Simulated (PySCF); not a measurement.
A species of formula C3H8SeSi has this rotational fingerprint, computed with PBE0-D3(BJ)/def2-SVP geometry optimisation, gas phase in PySCF 2.14.0:

| Quantity | Value |
| --- | --- |
| Rotational constants | A = 6104, B = 1081, C = 941.3 MHz |
| Dipole components | \|μa\| = 1.50 D, \|μb\| = 0.19 D, \|μc\| = 0.63 D |
| Inertial defect | -13.45 u·Å² |
| κ | -0.95 |

**Question.** Which candidate fits, each taken in the one conformer that was computed?
A. `[SeH:1][SiH2:2][CH:3]1[CH2:4][CH2:5]1` with H–Se1–Si2–C3 -61°, Se1–Si2–C3–C4 88°
B. `[CH2:1]=[C:2]([CH3:3])[SiH2:4][SeH:5]` with C1–C2–Si4–Se5 5°, C2–Si4–Se5–H 70°
C. `[SiH3:1][Se:2][CH:3]1[CH2:4][CH2:5]1` with Si1–Se2–C3–C4 -140°
D. `[CH2:1]=[CH:2][CH2:3][Se:4][SiH3:5]` with C1–C2–C3–Se4 111°, C2–C3–Se4–Si5 79°

**Answer.** B. It is C=C(C)[SiH2][SeH], a near-prolate asymmetric top. The candidates at the same level (rigid rotor, commonest isotopes):

```json
{"SMILES": "[SiH3][Se]C1CC1", "A (MHz)": "4131", "B (MHz)": "1749", "C (MHz)": "1318", "μa (D)": "0.96", "μb (D)": "1.06", "μc (D)": "0.28", "Δ (u·Å²)": "-27.65", "point group": "C1", "rotor": "asymmetric top"}
{"SMILES": "C=CC[Se][SiH3]", "A (MHz)": "4029", "B (MHz)": "1418", "C (MHz)": "1146", "μa (D)": "0.73", "μb (D)": "0.78", "μc (D)": "0.62", "Δ (u·Å²)": "-40.70", "point group": "C1", "rotor": "asymmetric top"}
{"SMILES": "C=C(C)[SiH2][SeH]", "A (MHz)": "6104", "B (MHz)": "1081", "C (MHz)": "941.3", "μa (D)": "1.50", "μb (D)": "0.19", "μc (D)": "0.63", "Δ (u·Å²)": "-13.45", "point group": "–", "rotor": "near-prolate asymmetric top"}
{"SMILES": "[SeH][SiH2]C1CC1", "A (MHz)": "7290", "B (MHz)": "988.5", "C (MHz)": "917.7", "μa (D)": "1.81", "μb (D)": "0.62", "μc (D)": "0.11", "Δ (u·Å²)": "-29.85", "point group": "C1", "rotor": "near-prolate asymmetric top"}
```

`[SiH3][Se]C1CC1` has B 62 % too high; `[SeH][SiH2]C1CC1` has A 19 % too high; `C=CC[Se][SiH3]` has A 34 % too low. No structure here is proved a minimum.
